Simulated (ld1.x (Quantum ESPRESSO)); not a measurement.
## Reading a pseudo-wave (nitrogen)

Columns: radius, all-electron u(r) and pseudo u(r) of the 2p shell (level -7.25 eV) of nitrogen in the configuration [He] 2s2 2p3; LDA (PZ), non-relativistic, ultrasoft scheme, ld1.x (Quantum ESPRESSO) 7.5.

```csv
r (bohr),all-electron,pseudo
0.132,0.1150,0.0095
0.265,0.3126,0.0374
0.398,0.4911,0.0816
0.530,0.6237,0.1385
0.663,0.7115,0.2045
0.795,0.7598,0.2740
0.928,0.7781,0.3432
1.060,0.7743,0.4066
1.193,0.7551,0.4612
1.325,0.7260,0.5033
1.458,0.6904,0.5318
1.590,0.6516,0.5457
1.723,0.6109,0.5460
1.855,0.5703,0.5343
1.988,0.5301,0.5127
2.120,0.4914,0.4846
2.252,0.4544,0.4525
2.385,0.4190,0.4188
2.518,0.3857,0.3857
2.650,0.3546,0.3546
2.782,0.3257,0.3257
2.915,0.2985,0.2985
3.048,0.2733,0.2733
3.180,0.2502,0.2502
3.312,0.2288,0.2288
3.445,0.2089,0.2089
```

**Question.** How many radial nodes do the two functions have?

**Answer.** The all-electron 2p function has n − l − 1 = 0; the pseudo-wave has 0.

**Question.** At about which radius was the pseudo-wave matched?

**Answer.** 2.65 bohr. The columns agree to 0.0005 from 2.38 bohr on; several derivatives are matched, so the curves merge somewhat inside the radius.

**Question.** Is the pseudo-wave norm-conserving?

**Answer.** No, it belongs to an ultrasoft set: the norm inside the radius is not constrained, and the difference is carried by the augmentation charge.
